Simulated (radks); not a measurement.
Trend from Zn4+ to Hg4+: ionisation energy by Delta-SCF between NIST ground configurations, and size. Method: Dirac Kohn-Sham, PBE, spin-unpolarised, spherical densities, point nucleus; open shells are shared between the two j in proportion to 2j + 1; computed with a radial shooting solver on a logarithmic mesh with Libxc functionals.

species,configuration,IE (eV),NIST (eV),kind,-e(HOMO) (eV),outermost,<r> outermost (bohr)
Zn4+,[Ar] 3d8,85.673,83,semi-emp.,73.169 (3d5/2),3d5/2,0.775
Cd4+,[Kr] 4d8,71.332,68,theory,62.171 (4d5/2),4d5/2,1.16
Hg4+,[Xe] 4f14 5d8,64.924,61.2,exp.,56.292 (5d5/2),5d5/2,1.36

Reference values: NIST Atomic Spectra Database (exp. = measured, semi-emp. = semi-empirical, theory = theoretical value adopted there). Spin polarisation and multiplet splitting are left out, so open shells lie too high by an amount that depends on their filling. Sharing an open shell by 2j + 1 raises it above the true ground level by a part of the spin-orbit splitting, which enters the differences from NIST.

Beside tabulated values, note that spin-unpolarised runs miss the spin-polarisation part of the exchange energy of open shells.
